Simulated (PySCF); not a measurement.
How methods differ on the ionisation energy of Pb²⁺

Pb²⁺ [Xe] 4f14 5d10 6s2 (1S) → Pb³⁺ [Xe] 4f14 5d10 6s1 (2S), as a difference of total energies. Computed with PySCF 2.14 in aug-cc-pVQZ-PP with ECP60MDF, with a scalar-relativistic core potential. Correlated levels: valence: 5s2 5p6 5d10 frozen. The calculations carry no spin-orbit coupling.

```csv
method,ionisation energy (eV)
UHF,29.766
LDA,32.606
PBE,32.100
PBE0,31.752
r2SCAN,31.844
B97-3,31.739
MN15,32.251
M06,31.884
MP2 (valence),30.358
SCS-MP2 (valence),30.477
```

Errors of the correlated levels include the incompleteness of this basis and the frozen core.

MP2 underrates the near-degeneracy of ns² with np² in the lower species.

Task: Which method comes closest to the reference value, and which is furthest?

Result: The reference is 31.937 eV (measured; NIST Atomic Spectra Database, ionization energies). Closest: M06 (error -0.053 eV); furthest: UHF (error -2.171 eV).
